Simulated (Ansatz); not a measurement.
Species: C$_{5}$H$_{4}$, SMILES `C#CC=C=C` (charge 0, multiplicity 1), formula C5H4.

### Question
How many basis functions does Ansatz (a program for electronic structure) with frozen-core CCSD(T)/def2-TZVPP // B3LYP-D3(BJ)/def2-TZVP use, how many core orbitals are frozen, and how many electrons are correlated?

### Answer
211 basis functions and 5 frozen orbitals, which leaves 24 correlated electrons. Core time is of the order of minutes.
